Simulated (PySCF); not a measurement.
HfI2, multiplicity 1. Atoms are numbered in the order given.

```xyz
3

Hf     0.0000     0.0000     0.0000
I      0.0000     0.0000     2.7058
I      0.0000     0.0000    -2.7058
```
Charge 0, spin multiplicity 1.

Geometry optimised at B3LYP-D3(BJ)/def2-SVP. The multiplicity is an assumed one; other spin states were not compared. The def2 effective core potentials stand for the cores of Hf, I; spin–orbit coupling is left out.

Computed with PBE/def2-TZVPD in PySCF.

The molecule is in vacuum.

The total energy comes out as -643.48515 hartree. The point group comes out as D∞h. The highest occupied level is -5.01 eV, the lowest empty level is -4.11 eV and the orbital gap comes out as 0.90 eV. The dipole moment comes out as 0.00 D. The quadrupole, principal values (traceless, Buckingham form, about the centre of nuclear charge) comes out as -1.77, 0.89, 0.89 D·Å and the mean static polarisability is 144.5 bohr³ (21.41 Å³). The polarisability, principal values is 115.0, 115.0, 203.4 bohr³.
